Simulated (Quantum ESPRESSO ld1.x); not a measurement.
The numbers below are computed, except where a source is named.
Task: Cr+, configuration [Ar] 3d4 5f1 (not the ground configuration). Code: ld1.x of Quantum ESPRESSO 7.5. Model: non-relativistic Kohn-Sham, PBE, spin-unpolarised, spherical densities, point nucleus. Some entries of the table are withheld. Estimate them.

orbital  occ.  eigenvalue (Ry)  <1/r> (bohr^-1)
1s          2              (1)              (2)
2s          2         -49.7646            4.979
2p          6         -42.4987            4.924
3s          2         -6.72008            1.554
3p          6         -4.69552            1.430
3d          4              (3)            1.087
5f          1         -0.13114          0.08529

Result: 
(1) 1s eigenvalue (Ry): -430.198
(2) 1s <1/r> (bohr^-1): 23.52
(3) 3d eigenvalue (Ry): -1.52292
